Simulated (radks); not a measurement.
Spherical quantum dot in the effective-mass picture: electrons in a parabolic well V = omega^2 r^2 / 2 with omega = 0.0717, with a point charge +2 (a donor) at the centre, all in effective atomic units (hartree* = m*/eps^2 hartree, bohr* = eps/m* bohr), one dielectric constant everywhere. Calculated with a radial shooting solver with Libxc functionals: non-relativistic Kohn-Sham, LDA (Slater exchange, Perdew-Wang correlation), spin-polarised, spherical densities. Levels are named by radial order and angular momentum (1s, 1p, 1d, 2s, ...), and open shells are averaged over m.

N = 26, configuration 1s2 1p6 1d10 2s2 1f(up 6, down 0). This is the lowest configuration that the search found (a dilute case). Occupied levels:

level,occupation,eigenvalue (hartree*),<r> (bohr*)
1s down,1,1.5288,0.9631
1s up,1,1.5293,0.9623
2s up,1,2.0400,10.60
2s down,1,2.0442,9.593
1p up,3,2.0510,11.83
1p down,3,2.0576,11.18
1d up,5,2.0673,12.96
1d down,5,2.0757,12.74
1f up,6,2.0868,13.67

Energy (hartree*): total 26.6900, kinetic 3.6746, external -0.60317, Hartree 27.055, exchange-correlation -3.4360.

Electron density:

r (bohr*),n(r) (e/bohr*^3)
0.495,0.5381
1.74,0.01058
2.98,0.0008645
4.22,0.0007713
5.47,0.0009346
6.71,0.001088
7.96,0.001243
9.20,0.001404
10.4,0.001546
11.7,0.001606
12.9,0.001502
14.2,0.001201
15.4,0.0007803
16.7,0.0003924
17.9,0.0001505
19.1,0.00004339
20.4,9.283e-06
21.6,1.518e-06
22.9,1.904e-07
24.1,1.780e-08
